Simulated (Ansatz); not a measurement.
`N#[C][In]([Cl])[Cl]` + H–F → `N#[C][In]([F])[Cl]` + HCl at 500 K and 1 bar (ligand exchange at the In–Cl bond).

Isolated molecules relaxed with PBE0-D4/def2-TZVP in Ansatz; ΔE leaves out vibrations. CCSD(T)/CBS adds triple-zeta CCSD(T) − MP2 to the extrapolated MP2 energy (def2 sets, frozen cores). This one scheme is used for every species. def2 core potentials past Kr. For In outer-core shells are correlated without core-valence functions, which leaves a few kJ/mol of doubt a bond.

```csv
species,CCSD(T)/CBS energy (Eh),H − E (kJ/mol),S (J/(mol·K))
`N#[C][In]([Cl])[Cl]`,-1202.20735,65.5,415.4
H–F,-100.39570,39.4,188.7
`N#[C][In]([F])[Cl]`,-842.19796,66.2,409.6
HCl,-460.38127,32.5,201.9
```

H − E and S are ideal-gas, rigid-rotor, harmonic terms from PBE0-D4/def2-TZVP. 1 Eh = 2625.50 kJ/mol, R = 8.31446 J/(mol·K).

Question: By hand: ΔE, ΔH, ΔS and ΔG.

Answer: ΔE = (-842.19796) + (-460.38127) − (-1202.20735) − (-100.39570) = 0.02382 Eh = 62.5 kJ/mol. Δ(H − E) = 66.2 + 32.5 − 65.5 − 39.4 = -6.2, so ΔH = 56.3 kJ/mol. ΔS = 409.6 + 201.9 − 415.4 − 188.7 = 7.4 J/(mol·K). ΔG = 56.3 − 500 × (7.4)/1000 = 52.6 kJ/mol.

Question: By hand: the equilibrium constant, and the temperature at which ΔG would vanish if ΔH and ΔS stayed fixed.

Answer: log₁₀ K = −ΔG/(RT ln 10) = -5.5. ΔG = 0 at ΔH/ΔS = 7608 K, far beyond where these terms or the molecules hold.

The number of gas molecules stays the same, so ΔS is small and ΔH decides. A doubt of 5 kJ/mol in ΔE shifts log₁₀ K by 0.5 here. These are equilibria of isolated gas molecules and say nothing of rates. Largest T1 diagnostic: 0.016 (customary marks: 0.02 for closed shells, 0.045 for open ones).
